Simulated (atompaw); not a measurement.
**Logarithmic derivatives: Sm (Z = 62), PAW (atompaw)**

```json
{
  "Element": "samarium",
  "Generator": "atompaw 4.2.0.5",
  "Type": "PAW",
  "Functional": "LDA (PW92)",
  "Relativity": "scalar-relativistic",
  "Frozen core": "[Kr] 4d10",
  "Valence charge": "16",
  "Reference configuration": "4f6 5s2 5p6 5d0 6s2 6p0",
  "Partial waves": "5s (bound): rc 2.10 bohr; 6s (bound): rc 2.35 bohr; 5p (bound): rc 2.50 bohr; 6p (bound, empty): rc 3.00 bohr; 5d (bound, empty): rc 3.00 bohr; 5d channel at 4.4 Ry: rc 3.00 bohr; 4f (bound): rc 1.10 bohr; 4f channel at 0.1 Ry: rc 1.10 bohr",
  "Local potential": "troulliermartins scheme with l = 4 at 0 Ry, radius 3.00 bohr",
  "Core correction": "smooth core density matched at 2.30 bohr",
  "Augmentation charge": "besselshape compensation charge, radius 2.15 bohr; PAW radius 3.00 bohr; waves and projectors: modrrkj vanderbiltortho"
}
```

The phase is arctan(r·u′/u) with u = r·R(r), unwrapped; energies in Ry, scanned from -5 to 5 Ry. A pole is an energy at which the radial function vanishes at the test radius. The pseudo phase is shifted by a multiple of π to meet the all-electron one at the reference energy, and phase errors are pseudo minus all-electron; the curves can meet again beyond the range given. Levels narrower than the energy grid can be missing from the lists of poles.

```tsv
channel	radius (bohr)	reference energy (Ry)	poles, all-electron	poles, pseudo	unbroken range about the reference energy with phases within 0.05 rad	phase error 1 Ry above the reference energy (rad)
s	3.00	-0.27	-3.13, 2.46	-3.13, 2.36	below 3.6	-0.003
p	3.00	-0.09	-1.55, 3.71	-1.55, 2.85	below 0.9	-0.043
d	3.00	-0.13	0.67	0.69	below 2.3	+0.009
f	3.00	-0.20	-0.15, 3.32	-0.13, 3.98	-0.2 to -0.2	+0.105
```

Phases in the d channel:

```csv
E (Ry),all-electron,pseudo
-5.00,1.419,1.421
-4.52,1.410,1.412
-4.04,1.400,1.403
-3.56,1.388,1.391
-3.08,1.373,1.376
-2.60,1.353,1.356
-2.12,1.324,1.328
-1.64,1.281,1.286
-1.16,1.202,1.207
-0.68,0.994,1.000
-0.20,-0.219,-0.218
0.28,-1.381,-1.376
0.76,-1.599,-1.590
1.24,-1.711,-1.698
1.72,-1.822,-1.802
2.20,-2.008,-1.969
2.68,-2.559,-2.452
3.16,-3.861,-3.794
3.64,-4.358,-4.350
4.12,-4.521,-4.520
4.60,-4.602,-4.601
```
